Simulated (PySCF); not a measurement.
Al(H)(Me)(SMe) (C₂H₇AlS), SMILES [CH3][AlH][S]C. Geometry: PBE-D3(BJ)/def2-SVP. The structure was generated by enumeration; whether it is a known compound was not checked. Other conformers were not sampled.

Task: Give the equilibrium geometry at PBE-D3(BJ)/def2-SVP (PySCF confirms it by a frequency run) as a Z-matrix. (Estimate from the structure and the level; the computed values follow.)

Result: One answer among several that fit: 
```
Al
H 1 1.6034
C 1 1.9599 2 125.14
H 3 1.1086 1 112.63 2 179.56
H 3 1.1111 4 107.91 1 122.63
H 3 1.1111 4 107.89 5 114.79
S 1 2.1954 2 116.35 3 -179.99
C 7 1.8432 1 103.07 2 0.05
H 8 1.1066 7 108.78 1 -120.90
H 8 1.1066 9 109.01 7 118.51
H 8 1.1072 9 109.13 10 119.10
```
Charge 0, spin multiplicity 1.
